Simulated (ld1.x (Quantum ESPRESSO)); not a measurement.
**Which setting gave this result? (sulfur, TM)**

Base potential:

- Element: S
- Generator: ld1.x (Quantum ESPRESSO) 7.5
- Type: norm-conserving Troullier–Martins (Kleinman–Bylander form)
- Functional: PW91
- Relativity: scalar-relativistic
- Frozen core: [Ne]
- Valence charge: 6
- Reference configuration: 3s2 3p2 (charge +2)
- Partial waves: 3p (bound): rc 1.40 bohr; 3s (bound): rc 1.25 bohr
- Local potential: the s channel
- Core correction: Bessel-smoothed model core inside 1.25 bohr

Cutoffs, loose and tight: the cutoffs (Ry, on a coarse ladder) from which the occupation-weighted sum of valence levels, in a spherical-Bessel basis at the reference potential, stays within 10 and 1 mRy of its value at 400 Ry. They do not see the model core or the augmentation charge, which bear on the density cutoff. Test errors are all-electron minus pseudo excitation energies from the reference, over the configurations 3s2 3p4; 3s2 3p3; 3s2 3p1; 3s1 3p5; 3s2 3p4.3; 3s2 3p0; 3s2 3p3.5; variants that change the core or the reference have their own tests.

Only the s radius is moved (1 further runs of the sweep failed or gave no value and are left out):

```tsv
s radius (bohr)	cutoff, loose	cutoff, tight	bound ghosts	largest test error (meV)
1	90 Ry	230 Ry	none	+135
1.4	45 Ry	70 Ry	none	+93
1.62	40 Ry	60 Ry	none	+108
1.86	30 Ry	50 Ry	none	+163
```

**Question.** One more run gave cutoff, loose: 45 Ry; cutoff, tight: 100 Ry; bound ghosts: none; largest test error (meV): +97. Which value of the s radius was used?

**Answer.** 1.22 bohr. The tight cutoff moves one way along this sweep, from 230 Ry at 1 to 50 Ry at 1.86 bohr, which places the run between 1 and 1.4 bohr.
